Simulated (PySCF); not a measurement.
Computed shifts of a molecule C4H7FO, PBE0/pcSseg-1 (PySCF), GIAO, gas phase, equivalent atoms averaged, in ppm (number of nuclei): ¹³C: 124.4 (1), 67.2 (1), 37.5 (1), 28.8 (1). ¹⁹F: -101.2 (1). ¹H: 4.91 (1), 4.57 (1), 2.88 (2), 1.75 (3). References: ¹³C against TMS (σ = 186.3 ppm); ¹⁹F against CFCl3 (σ = 167.2 ppm); ¹⁷O against H2O (σ = 334.2 ppm); ¹H against TMS (σ = 31.56 ppm), references at their B3LYP-D3(BJ)/def2-TZVP geometries, non-relativistic. Geometry optimised at r2SCAN-D4/def2-SVP. Other conformers were not sampled.

Task: Which molecule gave these data?
(A) C[C@@]1(F)CCO1
(B) CO/C(C)=C\F
(C) OCC/C=C\F
(D) CO/C=C(/C)F

Result: A, C[C@@]1(F)CCO1
